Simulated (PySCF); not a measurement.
MgAs from Hartree–Fock to correlated methods

State: ⁴Σ⁻ (quartet), unpaired electrons σ ↑, π ↑↑. Set-up: basis Mg pcseg-1, As pcseg-1; no relativity; PySCF 2.14. De refers to Mg + As in their high-spin ground configurations, without counterpoise correction. The functionals are run spin-unrestricted. A positive dipole means Mg(−)As(+).

```json
{"Level": "UHF", "Re (Å)": "2.706", "ωe (cm⁻¹)": "213", "De (eV)": "0.084", "μ (D)": "-3.17"}
{"Level": "UHF-MP2", "Re (Å)": "2.708", "ωe (cm⁻¹)": "227", "De (eV)": "0.245", "μ (D)": "n/a"}
{"Level": "UHF-SCS-MP2", "Re (Å)": "2.723", "ωe (cm⁻¹)": "218", "De (eV)": "0.174", "μ (D)": "n/a"}
{"Level": "UHF-CCSD", "Re (Å)": "2.794", "ωe (cm⁻¹)": "167", "De (eV)": "0.085", "μ (D)": "n/a"}
{"Level": "UHF-CCSD(T)", "Re (Å)": "2.787", "ωe (cm⁻¹)": "176", "De (eV)": "0.122", "μ (D)": "n/a"}
{"Level": "PBE", "Re (Å)": "2.717", "ωe (cm⁻¹)": "220", "De (eV)": "0.70", "μ (D)": "-2.02"}
{"Level": "revPBE", "Re (Å)": "2.736", "ωe (cm⁻¹)": "215", "De (eV)": "0.62", "μ (D)": "-2.08"}
{"Level": "r²SCAN", "Re (Å)": "2.678", "ωe (cm⁻¹)": "242", "De (eV)": "0.83", "μ (D)": "-2.55"}
{"Level": "PBE0", "Re (Å)": "2.689", "ωe (cm⁻¹)": "230", "De (eV)": "0.65", "μ (D)": "-2.34"}
{"Level": "r²SCAN0", "Re (Å)": "2.670", "ωe (cm⁻¹)": "243", "De (eV)": "0.75", "μ (D)": "-2.68"}
{"Level": "BHandHLYP", "Re (Å)": "2.693", "ωe (cm⁻¹)": "223", "De (eV)": "0.464", "μ (D)": "-2.47"}
```

The bond length runs from 2.670 Å (r²SCAN0) to 2.794 Å (UHF-CCSD). De spans 0.08 eV (UHF, mean field) to 0.83 eV (r²SCAN, meta-GGA). Correlation at CCSD(T) changes the Hartree–Fock bond energy by +0.04 eV; the triples alone change it by +0.04 eV.

Correlated steps freeze 10 core orbitals. Correlated levels converge slowly with the basis: in double zeta they bind strong bonds too weakly, by up to about 1 eV, and carry superposition errors of some tenths. Spin–orbit coupling is left out. The state is the lowest determinant that a PBE0 search found; another state may lie lower at other levels.
